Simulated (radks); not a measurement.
Values are calculated unless marked as measured or tabulated.
Question: Pr2+, 57 electrons, occupied as [Xe] 4f1.5 6s1.5 (fractional occupations, a model configuration). Level of theory: Dirac Kohn-Sham, PBEsol, spin-unpolarised, spherical densities, point nucleus; open shells are shared between the two j in proportion to 2j + 1 (a radial shooting solver on a logarithmic mesh with Libxc functionals). Some entries of the table are withheld. Estimate them.

orbital,occ.,eigenvalue (eV),<r> (bohr)
1s1/2,2,-41787.75,(1)
2s1/2,2,-6743.453,0.1026
2p1/2,2,-6375.068,0.08607
2p3/2,4,-5893.230,0.09238
3s1/2,2,-1477.816,0.2721
3p1/2,2,-1321.165,0.2618
3p3/2,4,-1225.749,0.2742
3d3/2,4,-952.2369,(2)
3d5/2,6,-931.6753,(3)
4s1/2,2,-315.9311,0.6208
4p1/2,2,-257.2044,(4)
4p3/2,4,-236.4060,(5)
4d3/2,4,-139.8144,0.7148
4d5/2,6,-136.1283,0.7245
5s1/2,2,-60.7315,1.454
5p1/2,2,(6),1.611
5p3/2,4,(7),1.685
4f5/2,0.642857,-26.6054,0.9739
4f7/2,0.857143,-26.1826,0.9823
6s1/2,1.5,-16.1027,(8)

Answer: 
(1) 1s1/2 <r> (bohr): 0.02410
(2) 3d3/2 <r> (bohr): 0.2453
(3) 3d5/2 <r> (bohr): 0.2492
(4) 4p1/2 <r> (bohr): 0.6378
(5) 4p3/2 <r> (bohr): 0.6653
(6) 5p1/2 eigenvalue (eV): -44.1192
(7) 5p3/2 eigenvalue (eV): -40.8587
(8) 6s1/2 <r> (bohr): 3.451
